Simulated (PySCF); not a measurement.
C3HBrClF, SMILES FC=C=C(Cl)Br. Heavy atoms are numbered as in [F:1][CH:2]=[C:3]=[C:4]([Cl:5])[Br:6]. Hydrogens are named by the atom that carries them.

The structure is a stationary point at ωB97X-D3(BJ)/def2-SVP. The structure was generated by enumeration, and PubChem lists no compound with its InChIKey, so it may never have been made.

These are PBE0/pcSseg-1 run with PySCF values and carry that method's errors.

GIAO shieldings, no solvent; atoms alike by connectivity are averaged. δ = σ(ref) − σ: ¹⁹F against CFCl3 (σ = 167.2 ppm); ¹³C against TMS (σ = 186.3 ppm); ³⁵Cl against HCl (σ = 945.9 ppm); ¹H against TMS (σ = 31.56 ppm), references at their B3LYP-D3(BJ)/def2-TZVP geometries, non-relativistic (without spin–orbit terms, shifts of atoms bonded to Cl or Br come out too high).

```csv
atoms,nucleus,count,δ (ppm)
F1,¹⁹F,1,(withheld)
C3,¹³C,1,207.8
C2 (CH),¹³C,1,(withheld)
C4,¹³C,1,(withheld)
Cl5,³⁵Cl,1,387.3
H on C2,¹H,1,7.66
```

Some entries are withheld; supply them. (An estimate is asked for; the answer gives what the named calculation found.)


- F1, δ (ppm): -137.6
- C4, δ (ppm): 123.4
- C2 (CH), δ (ppm): 139.6
